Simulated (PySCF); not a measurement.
Two-component Hartree-Fock for Cl²⁺ (chlorine, charge +2)

Start: [Ne] 3s1 3p4; 3s1/2 filled at m_j = +1/2; 3p1/2 filled at m_j = +1/2; 3p3/2 filled at m_j = -1/2, +1/2, +3/2. Calculated with PySCF 2.14 in x2c-TZVPall-2c with one added diffuse shell each of s, p type (6s7p2d1f, 44 functions): generalised Hartree-Fock with the X2C-1e Hamiltonian and a Gaussian nucleus; one run each with spin-orbit coupling (SO) switched off, then screened by Boettger's factors. This is a chosen level, not necessarily the ground level.

```
spinor shell  electrons  ε, spin-free (eV)  ε, screened SO (eV)  weight of nominal j (screened SO)  rms radius, screened SO (bohr)
       1s1/2          2            -2893.6              -2893.6                              1.000                           0.105
       2s1/2          2            -318.94              -318.92                              1.000                           0.479
       2p1/2          2            -248.56              -250.29                              0.852                           0.448
       2p3/2          4            -248.56              -247.67                              0.926                           0.451
       3s1/2          1            -58.670              -58.658                              1.000                            1.53
       3p3/2          3            -38.697              -40.458                              0.660                            1.70
       3p1/2          1            -38.697              -33.437                              0.658                            1.81
```

```tsv
quantity	spin-free	screened SO
E (hartree)	-459.14528	-459.14813
M_J	5/2	5/2
⟨J²⟩	8.759	8.759
⟨L²⟩	2.003	2.004
⟨S²⟩	3.756	3.755
```

Each row is a mean over spinors that exchange with the open shell spreads, by up to 2.360 eV (2p3/2).

Rows whose weight is well below 1 are mixtures of j = l ± 1/2: exchange outweighs spin-orbit coupling there, and the label is only the starting occupation.

Without spin-orbit coupling the j labels of p, d and f shells carry no meaning; the spin-free column gives the mean over the occupied spinors of each nl shell.
